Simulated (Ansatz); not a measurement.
Total energies of `F[Si](F)(Cl)I`.

Z-matrix (Å, degrees):
```
Si
F 1 1.574
Cl 1 2.014 2 108.7
I 1 2.392 2 109.6 3 -123.6
F 1 1.574 2 107.3 3 117.4
```

The species carries charge 0 and has multiplicity 1. Correlated methods include outer-core shells of I, which these sets cover unevenly. I: def2 effective core potential. Geometry: relaxed with PBE0-D4/def2-TZVP. Basis def2-TZVPP, Ansatz.

RPA on PBE orbitals: Hartree–Fock energy of these orbitals -1244.26208 Eh, correlation -1.82088 Eh (frozen core).

| functional | kind | energy without D4 (Eh) | D4 term (kJ/mol) |
| --- | --- | --- | --- |
| PBE | GGA | -1246.89796 | -18.9 |
| revPBE | GGA | -1247.25155 | -46.9 |
| B97M-V | meta-GGA with VV10 | -1247.15700 | – |
| B3LYP | global hybrid, 20 % | -1247.55906 | -31.3 |
| r2SCANh | meta-GGA hybrid, 10 % | -1247.39638 | -4.5 |
| r2SCAN0 | meta-GGA hybrid, 25 % | -1247.36154 | -5.0 |
| HSE06 (plane-wave form) | screened hybrid | -1246.96436 | -15.3 |
| ωB97X-V | range-separated hybrid GGA with VV10 | -1247.24166 | – |
| ωB97M-V | range-separated hybrid meta-GGA with VV10 | -1247.34062 | – |
| B2PLYP | double hybrid | -1246.92138 | – |

(1) Give the same for LDA (SPW92), BLYP, r2SCAN, PBE0, BHLYP, CAM-B3LYP, LC-ωPBE, PBE-QIDH. (Estimate.)

B3LYP takes the VWN-RPA correlation (the form of Gaussian; ORCA's B3LYP/G). HSE06 is the plane-wave form, built on full-range PBE exchange. The double hybrids freeze the cores in their second-order part.

Answers

(1) The calculation gave: 
```
 functional                                kind  energy without D4 (Eh)  D4 term (kJ/mol)
LDA (SPW92)                                 LDA             -1243.12676                 –
       BLYP                                 GGA             -1247.35926             -40.7
     r2SCAN                            meta-GGA             -1247.42039              -4.0
       PBE0  global hybrid, 25 % exact exchange             -1246.98762             -16.1
      BHLYP                 global hybrid, 50 %             -1247.31957             -28.4
  CAM-B3LYP              range-separated hybrid             -1247.41838             -16.8
    LC-ωPBE         long-range corrected hybrid             -1247.14490                 –
   PBE-QIDH                       double hybrid             -1246.65043                 –
```

LC-ωPBE has ω = 0.4 bohr⁻¹.
